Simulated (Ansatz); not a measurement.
C₆H₁₉GeN₃⁻, that is GeH(NMe2)3 with one electron more. Charge -1, multiplicity 2. Geometry PBE-D4/def2-SVP; atoms count from 1.

```xyz
29

Ge    0.0722    0.4321    0.0805
H     1.2089    1.4909   -0.3645
N    -1.2079    1.0111   -1.4747
C    -2.5442    0.4942   -1.3475
C    -1.2155    2.4255   -1.7177
H    -3.1606    0.9824   -0.5357
H    -2.5188   -0.5934   -1.1158
H    -3.1338    0.6197   -2.2957
H    -0.1760    2.8195   -1.7319
H    -1.6849    2.6800   -2.7077
H    -1.7875    3.0365   -0.9549
N     1.0496    0.0096    1.8840
C     0.2557   -0.7565    2.8068
C     1.6172    1.1659    2.5165
H     0.8736   -1.1664    3.6511
H    -0.2124   -1.6226    2.2891
H    -0.5851   -0.1790    3.2936
H     2.1577    1.7871    1.7695
H     0.8684    1.8447    3.0273
H     2.3547    0.8876    3.3188
N     0.5368   -1.2575   -0.7342
C     1.4863   -2.1637   -0.1585
C     0.1793   -1.5967   -2.0800
H     1.0738   -3.2010   -0.0012
H     1.8371   -1.7641    0.8153
H     2.3914   -2.3036   -0.8189
H    -0.4271   -0.7784   -2.5202
H     1.0876   -1.7410   -2.7350
H    -0.3965   -2.5628   -2.1585
```

Single mean-field runs in def2-TZVP are fitted with def2-universal-jkfit. The highest occupied level of the relaxed charge -1 doublet lies above zero (up to 0.38 eV). By energy differences it is unbound by 1.08 eV (each at its own geometry, against the charge 0 singlet, at PBE0-D4/def2-TZVP) and held by the finite basis.

Problem. Estimate the Mulliken populations from the PBE0/def2-TZVP orbitals of Ansatz.

Solution. 
```csv
atom,charge (e),spin (α − β)
Ge1,0.27,0.60
H2,-0.15,0.02
N3,-0.37,0.14
C4,-0.24,-0.01
C5,-0.26,0.00
H6,0.05,0.03
H7,0.11,0.01
H8,0.07,0.00
H9,0.11,0.00
H10,0.07,0.01
H11,0.05,0.01
N12,-0.37,0.14
C13,-0.24,-0.01
C14,-0.26,0.00
H15,0.07,0.00
H16,0.11,0.01
H17,0.05,0.03
H18,0.11,0.00
H19,0.05,0.01
H20,0.07,0.01
N21,-0.25,0.03
C22,-0.26,0.00
C23,-0.26,0.00
H24,0.05,0.00
H25,0.14,0.00
H26,0.04,0.01
H27,0.14,0.00
H28,0.04,0.01
H29,0.05,0.00
```
Mulliken values depend strongly on the basis.

Problem. Where does the spin sit?

Solution. Summed by element: Ge 0.60, H 0.14, N 0.30, C -0.04, of 1 unpaired in all. Largest on single atoms: Ge1 0.60, N3 0.14, N12 0.14.

Problem. And the Mayer bond orders between heavy atoms (over 0.3)?

Solution. Ge1–N3 0.55 (2.10 Å); Ge1–N12 0.55 (2.09 Å); Ge1–N21 0.97 (1.93 Å); N3–C4 1.00 (1.44 Å); N3–C5 1.05 (1.44 Å); N12–C13 1.00 (1.44 Å); N12–C14 1.05 (1.44 Å); N21–C22 1.03 (1.43 Å); N21–C23 1.03 (1.43 Å).
